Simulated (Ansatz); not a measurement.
Species: CH5BS, charge 0, singlet. CH5BS (SMILES BSC).
B3LYP-D3(BJ)/def2-TZVP minimum from Ansatz (an electronic-structure program):
```xyz
8

B     -0.6328     1.3485     0.5134
H     -0.8159     1.8453     1.5769
H     -0.9488     1.8732    -0.5055
S      0.1416    -0.2271     0.5258
C      0.2854    -0.7239    -1.2252
H     -0.2538    -1.6577    -1.3721
H      1.3362    -0.8769    -1.4631
H     -0.1311     0.0497    -1.8648
```
Charge 0, spin multiplicity 1.

Atomisation energy term by term, kcal/mol (programs: Ansatz). Radicals and triplets start from unrestricted determinants; spin-orbit coupling is neglected. Cores are frozen in correlated methods. Rows without X2C or -DK are non-relativistic. CBS(X,Y): correlation extrapolated as X^-3, Hartree-Fock from the larger set. A bracket is a step between two methods taken in the basis named. '+ core + X2C': CCSD(T) terms for core correlation (cc-pwCVTZ, 1s frozen past Ne) and scalar relativity (cc-pVTZ-DK). Where a partner has so few electrons that a lower coupled-cluster level is exact, that level stands in.

```csv
term,basis,kcal/mol
Hartree-Fock,cc-pV(Q+d)Z,512.09
CCSD correlation,"CBS(cc-pV(T+d)Z,cc-pV(Q+d)Z)",146.69
(T),"CBS(cc-pV(T+d)Z,cc-pV(Q+d)Z)",9.30
CCSDT(Q) - CCSD(T),cc-pV(D+d)Z,0.50
core correlation,cc-pwCVTZ,2.70
scalar relativity,"X2C, cc-pVTZ-DK",-0.64
sum: De,,670.7
```
